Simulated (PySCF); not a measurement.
CH₃S (SMILES [CH2]S), doublet, geometry from GFN2-xTB; TPSS/cc-pVTZ in PySCF.

Input for PySCF:
```python
from pyscf import gto, scf, dft

mol = gto.Mole()
mol.atom = '''
    C     0.081337    1.122037   -0.125507
    S    -0.072916   -0.562038    0.133098
    H     0.801812   -0.957823   -0.794812
    H    -0.532767    1.739243    0.497872
    H     0.409589    1.478970   -1.079581
'''
mol.basis = 'cc-pvtz'
mol.charge = 0
mol.spin = 1
mol.verbose = 4
mol.build()

mf = dft.UKS(mol)
mf.xc = 'tpss'
mf.kernel()
```

Question: Write the output that PySCF gives for this input, abridged.

Answer: 
```
PySCF version 2.14.0

[INPUT] verbose = 4
[INPUT] num. atoms = 5
[INPUT] num. electrons = 25
[INPUT] charge = 0
[INPUT] spin (= nelec alpha-beta = 2S) = 1
[INPUT] symmetry False subgroup None
[INPUT] Mole.unit = angstrom
[INPUT] Symbol           X                Y                Z      unit          X                Y                Z       unit  Magmom
[INPUT]  1 C      0.081337000000   1.122037000000  -0.125507000000 AA    0.153704653794   2.120342631629  -0.237173856716 Bohr   0.0
[INPUT]  2 S     -0.072916000000  -0.562038000000   0.133098000000 AA   -0.137791270099  -1.062097891598   0.251518767727 Bohr   0.0
[INPUT]  3 H      0.801812000000  -0.957823000000  -0.794812000000 AA    1.515205083390  -1.810023145809  -1.501977000518 Bohr   0.0
[INPUT]  4 H     -0.532767000000   1.739243000000   0.497872000000 AA   -1.006783718206   3.286692934067   0.940841725089 Bohr   0.0
[INPUT]  5 H      0.409589000000   1.478970000000  -1.079581000000 AA    0.774011033634   2.794848246448  -2.040112419284 Bohr   0.0

nuclear repulsion = 51.0672435128121
number of shells = 36
number of NR pGTOs = 149
number of NR cGTOs = 106
basis = cc-pvtz
ecp = {}

******** <class 'pyscf.dft.uks.UKS'> ********
method = UKS
initial guess = minao
damping factor = 0
level_shift factor = 0
DIIS = <class 'pyscf.scf.diis.CDIIS'>
diis_start_cycle = 1
diis_space = 8
diis_damp = 0
SCF conv_tol = 1e-09
SCF conv_tol_grad = None
SCF max_cycles = 50
direct_scf = True
direct_scf_tol = 1e-13
number electrons alpha = 13  beta = 12
XC library pyscf.dft.libxc version 7.1.2
    S. Lehtola, C. Steigemann, M. J. T. Oliveira, and M. A. L. Marques,  SoftwareX 7, 1–5 (2018)
XC functionals = tpss
    J. Tao, J. P. Perdew, V. N. Staroverov, and G. E. Scuseria,  Phys. Rev. Lett. 91, 146401 (2003)
    J. P. Perdew, J. Tao, V. N. Staroverov, and G. E. Scuseria,  J. Chem. Phys. 120, 6898 (2004)
    J. Tao, J. P. Perdew, V. N. Staroverov, and G. E. Scuseria,  Phys. Rev. Lett. 91, 146401 (2003)
    J. P. Perdew, J. Tao, V. N. Staroverov, and G. E. Scuseria,  J. Chem. Phys. 120, 6898 (2004)
radial grids:
    Treutler-Ahlrichs [JCP 102, 346 (1995); DOI:10.1063/1.469408] (M4) radial grids

becke partition: Becke, JCP 88, 2547 (1988); DOI:10.1063/1.454033
pruning grids: <function nwchem_prune>
grids dens level: 3
symmetrized grids: False
atomic radii adjust function: <function treutler_atomic_radii_adjust>
small_rho_cutoff = 0
Set gradient conv threshold to 3.16228e-05
tot grids = 62424
init E= -438.146722801325

cycle= 1 E= -438.075211480037  delta_E= 0.0715  |g|= 0.219  |ddm|= 1.11
cycle= 2 E= -438.024678118854  delta_E= 0.0505  |g|= 0.365  |ddm|= 0.439
cycle= 3 E= -438.104064927715  delta_E= -0.0794  |g|= 0.0396  |ddm|= 0.282
cycle= 4 E= -438.104895689594  delta_E= -0.000831  |g|= 0.0241  |ddm|= 0.0539
cycle= 5 E= -438.105222814211  delta_E= -0.000327  |g|= 0.00553  |ddm|= 0.0209
cycle= 6 E= -438.105241400994  delta_E= -1.86e-05  |g|= 0.00233  |ddm|= 0.00601
cycle= 7 E= -438.105245277112  delta_E= -3.88e-06  |g|= 0.000588  |ddm|= 0.00272
cycle= 8 E= -438.105245543002  delta_E= -2.66e-07  |g|= 0.000267  |ddm|= 0.000773
cycle= 9 E= -438.105245595879  delta_E= -5.29e-08  |g|= 4.43e-05  |ddm|= 0.000268
cycle= 10 E= -438.105245597344  delta_E= -1.47e-09  |g|= 1.41e-05  |ddm|= 5.98e-05
cycle= 11 E= -438.105245597496  delta_E= -1.53e-10  |g|= 3.45e-06  |ddm|= 1.68e-05
Extra cycle  E= -438.105245597498  delta_E= -1.31e-12  |g|= 3.43e-06  |ddm|= 7.13e-06
converged SCF energy = -438.105245597498  <S^2> = 0.75522415  2S+1 = 2.0052173
```
